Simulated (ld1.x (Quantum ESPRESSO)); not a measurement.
# Which change was made? (Nb, TM)

Nb (Z = 41), norm-conserving Troullier–Martins (Kleinman–Bylander form), made with ld1.x (Quantum ESPRESSO) 7.5 (PBE, scalar-relativistic). Core [Ar] 3d10 4s2, reference 4p6 4d4 5s1 5p0. Waves: 5s (bound): rc 2.95 bohr; 4d (bound): rc 1.45 bohr; 4p (bound): rc 2.20 bohr. Local part: the p channel. Core correction: none.

Cutoffs, loose and tight: the cutoffs (Ry, on a coarse ladder) from which the occupation-weighted sum of valence levels, in a spherical-Bessel basis at the reference potential, stays within 10 and 1 mRy of its value at 400 Ry. They do not see the model core or the augmentation charge, which bear on the density cutoff. Test errors are all-electron minus pseudo excitation energies from the reference, over the configurations 4p6 4d4 5s0 5p0; 4p6 4d3 5s0 5p0; 4p6 4d2 5s0 5p0; 4p6 4d1 5s0 5p0; 4p6 4d4 5s0.5 5p0; 4p6 4d3 5s2 5p0; 4p6 4d5 5s0 5p0; variants that change the core or the reference have their own tests. The largest error is taken over the tests solved by every variant that gives reliable tests at all, those not shown here included: 4p6 4d1 5s0 5p0; 4p6 4d2 5s0 5p0; 4p6 4d3 5s0 5p0; 4p6 4d3 5s2 5p0; 4p6 4d4 5s0 5p0; 4p6 4d5 5s0 5p0.

The base gives: outcome: generated; cutoff, loose: 40 Ry; cutoff, tight: 55 Ry; bound ghosts: s; largest test error (meV): +233.

(1) After one change the result is: outcome: generated; cutoff, loose: 60 Ry; cutoff, tight: 90 Ry; bound ghosts: s; largest test error (meV): +198. Which change was it?
A. core [Ar] 3d10, valence charge 13; reference 4s2 4p6 4d4 5s0.5 5p0; waves now 4s (bound): rc 1.65 bohr; 4d (bound): rc 1.75 bohr; 4p (bound): rc 1.60 bohr
B. type ultrasoft; waves now 5s (bound): rcut 2.55, rcutus 2.95 bohr; 5s channel at 1.15 Ry: rcut 2.55, rcutus 2.95 bohr; 4p (bound): rcut 1.90, rcutus 2.20 bohr; 5p (bound): rcut 1.90, rcutus 2.20 bohr; 4d (bound): rcut 1.25, rcutus 1.45 bohr; 4d channel at 0.75 Ry: rcut 1.25, rcutus 1.45 bohr; local potential all-electron potential smoothed inside 1.70 bohr (lloc = -1); augmentation PSQ, radius 1.00 bohr
C. all radii scaled by about 0.88 (s 2.60, p 1.94, d 1.28 bohr)

Answers

(1) C. The others give: type ultrasoft; waves now 5s (bound): rcut 2.55, rcutus 2.95 bohr; 5s channel at 1.15 Ry: rcut 2.55, rcutus 2.95 bohr; 4p (bound): rcut 1.90, rcutus 2.20 bohr; 5p (bound): rcut 1.90, rcutus 2.20 bohr; 4d (bound): rcut 1.25, rcutus 1.45 bohr; 4d channel at 0.75 Ry: rcut 1.25, rcutus 1.45 bohr; local potential all-electron potential smoothed inside 1.70 bohr (lloc = -1); augmentation PSQ, radius 1.00 bohr → outcome: failed: run_pseudo: Errors in PS-KS equation | core [Ar] 3d10, valence charge 13; reference 4s2 4p6 4d4 5s0.5 5p0; waves now 4s (bound): rc 1.65 bohr; 4d (bound): rc 1.75 bohr; 4p (bound): rc 1.60 bohr → outcome: generated, misses its reference levels by 0.23 eV; cutoff, loose: 50 Ry; cutoff, tight: 90 Ry; bound ghosts: none; largest test error (meV): -198.
